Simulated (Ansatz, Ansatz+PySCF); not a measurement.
```yaml
atoms:
  - { symbol: C, position_ang: [-0.0403, -0.0063, -0.1348] }
  - { symbol: H, position_ang: [-0.0051, 0.9937, 0.2691] }
  - { symbol: H, position_ang: [-0.0482, -1.0127, 0.3279] }
```

Basis set: 6-31G* (spherical functions). Correlated methods keep 1 orbital frozen. Charge 0, multiplicity 3.

Computed with Ansatz (development build ahead of 0.2.0); each method stands on the lowest determinant of its kind that the runs found.

(1) Give the atomization energy at this shape (free ground-state atoms in the same class of orbitals less the molecule, no zero-point energy) of triplet CH₂ by UHF-MP2, UHF, ROHF.

## Answers

(1)

```tsv
method	atomization energy
UHF-MP2	7.45 eV
UHF	6.62 eV
ROHF	6.57 eV
```
